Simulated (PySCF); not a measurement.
**Distorted geometries of ReOF3**

ReOF3 (singlet). PySCF 2.14.0, RKS BP86, Re def2-SVP with ECP60, O def2-SVP, F def2-SVP; non-relativistic Hamiltonian with scalar-relativistic core potentials where named; density fitting; no spin-orbit coupling. Relaxed geometry:

```xyz
5

Re    0.0472    0.0000    0.0357
O     1.6860    0.0000    0.4778
F    -0.0834    1.7728   -0.4396
F    -1.7898    0.0000    0.4573
F    -0.0834   -1.7728   -0.4396
```

Question: Order these distorted geometries by energy above the relaxed one, lowest first.
A.
```xyz
5

Re   -0.1215   -0.0273    0.2057
O     1.7082   -0.2157    0.3624
F    -0.1270    1.9749   -0.4017
F    -1.6952   -0.0212    0.5301
F     0.0122   -1.7107   -0.6050
```
B.
```xyz
5

Re    0.0547    0.0705    0.0186
O     1.6996    0.0316    0.4813
F    -0.0506    1.7430   -0.4208
F    -1.8141   -0.0172    0.5571
F    -0.1129   -1.8279   -0.5448
```
C.
```xyz
5

Re    0.0188   -0.0167   -0.0030
O     1.7051   -0.0355    0.4745
F    -0.0938    1.7573   -0.3903
F    -1.8093    0.0105    0.4595
F    -0.0441   -1.7155   -0.4492
```

Answer: C (0.23 eV), B (0.54 eV), A (3.26 eV).

Question: Which forces (eV/Å) act in the one that lies 3.26 eV up?

Answer: 
```
Re   21.74   2.56  -5.90
O    -4.51   1.33   0.54
F    -0.12  -3.85   1.46
F   -15.68  -0.28   3.55
F    -1.43   0.24   0.35
```
Forces carry noise of the integration grid, about 0.01 to 0.03 eV/Å.

The gap of the closed shell is small, and it wasn't tested for a lower spin-broken solution at this geometry.
